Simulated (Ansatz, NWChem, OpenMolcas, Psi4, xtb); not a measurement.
## Ligand exchange: NBrO + SiH3(SiH3) → HNO + SiH2(SiH3)Br

Gas-phase species: NBrO (nitrosyl bromide) `O=NBr`, singlet; SiH3(SiH3) (disilane), singlet; HNO (nitroxyl) `N=O`, singlet; SiH2(SiH3)Br, singlet. The partners trade Br for H: N–Br and Si–H bonds give way to N–H and Si–Br.

Shapes, held fixed at every level: PBE0-D4/def2-TZVP. Programs: Ansatz 0.2.0, NWChem 7.3.0, OpenMolcas 26.06, Psi4 1.11, xtb 6.7.1. A level may come from different programs for different species; with the same settings they agree closely. Electronic energies: no zero-point or thermal term.

| level | kind | ΔE (kJ/mol) |
| --- | --- | --- |
| GFN1-xTB | semi-empirical | -163.6 |
| HF/STO-3G | Hartree–Fock | -156.0 |
| HF/3-21G | Hartree–Fock | -111.9 |
| HF/def2-SVP | Hartree–Fock | -157.6 |
| PBE0/def2-SVP | global hybrid | -79.0 |
| B3LYP/6-31G* (Cartesian functions) | global hybrid | -55.0 |

B3LYP/6-31G* (Cartesian functions) gives ΔE = -55.0 kJ/mol; the levels span -163.6 to -55.0. GFN1-xTB strays far from the other rows. The median of the levels is -133.9. No measured value is set beside it here. Relativity is left out for Br. B3LYP/6-31G* (Cartesian functions) lies outside the range of the other correlated levels here, so it shouldn't be taken on trust. Rows in sets without polarisation functions are far from converged.
